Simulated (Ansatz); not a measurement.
Species: InH, charge 0, multiplicity 3. This is an excited triplet: at this geometry the singlet lies 1.95 eV lower at CCSD(T)/CBS(def2-TZVPPD,def2-QZVPPD). 
Geometry from a B3LYP-D3(BJ)/def2-TZVP (Ansatz, a first-principles code) optimisation:
SMILES: [InH]
```xyz
2

In     0.0000     0.0000    -0.0361
H      0.0000     0.0000     1.7665
```
Charge 0, spin multiplicity 3.

Parts of the frozen-core correlation energy in def2-SVP (Ansatz, hartree). Frozen orbitals: 9; correlated occupied orbitals by spin: 3 and 1; virtual: 19 and 21. Open shells are spin-unrestricted. Spin-orbit coupling is left out. In def2 rows, elements after Kr have scalar-relativistic effective core potentials.

```tsv
term	value
reference (HF)	-189.72037
MP2 opposite-spin	-0.02721
MP2 same-spin	-0.00386
CCSD correlation	-0.04454
(T)	-0.00080
CCSDT minus CCSD(T)	-0.00037
CCSDT(Q) minus CCSD(T)	-0.00037
T1 diagnostic	0.021
largest doubles amplitude	0.075
<S^2> of the reference	2.024
```
